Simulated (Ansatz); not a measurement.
Consider the ligand exchange at a B–N bond: `BNB(C)N` + `BNCC=C` → `BN(B)CC=C` + `CB(N)N`.

Gas-phase electronic energies from Ansatz, PBE0-D4/def2-TZVP geometries. CBS: MP2 limit from def2 TZ/QZ plus the TZ coupled-cluster correction, frozen cores. DFT in def2-TZVPP. HSE06 is defined as in plane-wave codes. Each species was taken in one conformer, which may not be the lowest.

Task: Is it downhill or uphill in electronic energy at CCSD(T)/CBS, and by how much? (Best estimate.)

Result: The calculation gave: Uphill: ΔE = +33.6 kJ/mol.

Task: What do these levels give: LDA (SPW92), PBE-D4, HSE06-D4, B2PLYP, PBE0, CAM-B3LYP, RPA@PBE/def2-TZVPP, HF/def2-SVP, CCSD/def2-SVP, CCSD/def2-TZVPP, HF/CBS(def2), MP2/CBS(def2)? (Estimate.)

Result: Ansatz gave: LDA (SPW92) 41.8, PBE-D4 40.7, HSE06-D4 37.3, B2PLYP 38.1, PBE0 40.0, CAM-B3LYP 39.9, RPA@PBE/def2-TZVPP 35.0, HF/def2-SVP 39.2, CCSD/def2-SVP 46.8, CCSD/def2-TZVPP 34.2, HF/CBS(def2) 33.5, MP2/CBS(def2) 29.4 kJ/mol.

Largest T1 diagnostic among the species: 0.012.

From PBE to PBE0 (25 % exact exchange), in def2-TZVPP and without D4, ΔE moves by −4.2 kJ/mol. The D4 term adds −5.8 kJ/mol with B3LYP and −3.2 kJ/mol with PBE0; it sums over pairs of atoms, weighted by their polarisabilities, and B3LYP, whose exchange is more repulsive, gets the larger term.

B3LYP here is the variant with VWN-RPA as its local correlation; programs differ in this.
